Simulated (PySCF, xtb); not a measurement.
naphthalene (C₁₀H₈), SMILES c1ccc2ccccc2c1.

Harmonic wavenumbers (cm⁻¹) from xtb with GFN2-xTB at its own minimum, in rising order: 157, 166, 348, 356, 434, 449, 485, 502, 584, 586, 724, 729, 780, 801, 807, 871, 882, 896, 911, 921, 927, 931, 1074, 1084, 1138, 1173, 1179, 1180, 1229, 1229, 1260, 1354, 1361, 1402, 1433, 1451, 1511, 1568, 1610, 1614, 3066, 3067, 3068, 3071, 3078, 3079, 3087, 3090.

### Question
What does PBE-D3(BJ)/def2-SVP in PySCF give at its own minimum? (An estimate is asked for; the answer gives what the named calculation found.)

### Answer
169, 182, 356, 386, 471, 479, 501, 507, 615, 628, 710, 761, 780, 783, 785, 830, 890, 915, 937, 957, 977, 983, 1021, 1028, 1110, 1127, 1134, 1134, 1216, 1222, 1242, 1365, 1406, 1407, 1445, 1450, 1521, 1589, 1610, 1645, 3104, 3105, 3108, 3110, 3121, 3122, 3133, 3134. Paired by order, the mean absolute difference is 28 cm⁻¹ and the zero-point energies are 89.6 and 90.4 kcal/mol.
